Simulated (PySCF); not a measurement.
# Si⁷⁺ (silicon, charge +7) across methods

[He] 2s2 2p3, high-spin 4S determinant. Computed with PySCF 2.14 in an uncontracted even-tempered set (18 s from 0.72 bohr⁻², ratio 2.2; 11 p from 0.94 bohr⁻², ratio 2.2; 6 d from 5.3 bohr⁻², ratio 2.4; 5 f from 8 bohr⁻², ratio 2.4; 5 g from 12 bohr⁻², ratio 2.4), with the non-relativistic Hamiltonian (point nucleus). The B2PLYP total includes its PT2 part (frozen core); its orbital energies are those of the SCF part.

```
method  E (hartree)  mean ε 2s α (eV)  mean ε 2s β (eV)  mean ε 2p α (eV)  Σ⟨r²⟩ (bohr²)   ⟨S²⟩
   PBE    -262.6908           -318.02           -304.78           -281.18          1.459  3.750
r2SCAN    -262.8203           -322.59           -305.48           -283.93          1.453  3.751
  PBE0    -262.7286           -326.17           -309.06           -287.47          1.456  3.751
   UHF   -262.63446           -349.70           -319.76           -305.45          1.452  3.751
  BP86    -262.8422           -318.09           -305.26           -281.20          1.456  3.750
B2PLYP    -262.8470           -334.84           -313.43           -294.24          1.455  3.751
```

(1) Estimate the same row for LDA.

Results:

(1) E (hartree) = -261.6708; mean ε 2s α (eV) = -316.86; mean ε 2s β (eV) = -304.11; mean ε 2p α (eV) = -280.92; Σ⟨r²⟩ (bohr²) = 1.462; ⟨S²⟩ = 3.750.
